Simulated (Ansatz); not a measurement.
Consider the substitution at a C–N bond: `C[NH][GeH]([Cl])[O]C` + `NB(F)[SiH3]` → `CNB(F)[SiH3]` + `C[O][GeH]([NH2])[Cl]`.

Computed with Ansatz on PBE0-D4/def2-TZVP structures; ΔE is electronic, products minus reactants. CBS: MP2 limit from def2 TZ/QZ plus the TZ coupled-cluster correction, frozen cores. DFT in def2-TZVPP. B3LYP here is the variant with VWN-RPA as its local correlation; programs differ in this. For Ge outer-core shells are correlated without core-valence functions, which leaves a few kJ/mol of doubt a bond. Scalar relativity is left out up to krypton. Each species was taken in one conformer, which may not be the lowest.

| level | ΔE (kJ/mol) |
| --- | --- |
| PBE-D4 | -4.6 |
| ωB97X-V | -2.8 |
| PBE | -6.1 |
| B3LYP | -5.1 |
| MP2/def2-TZVPP | -2.1 |
| SCS-MP2/def2-TZVPP | -2.7 |
| HF/def2-QZVPP | -3.3 |
| HF/CBS(def2) | -3.4 |

Problem. What does CCSD(T)/CBS give? (Estimate.)

Solution. Computed: -3.1 kJ/mol. The listed levels differ from it by -1.5, 0.3, -3.0, -2.0, 1.0, 0.4, -0.2, -0.3 kJ/mol.

Largest T1 diagnostic among the species: 0.013.
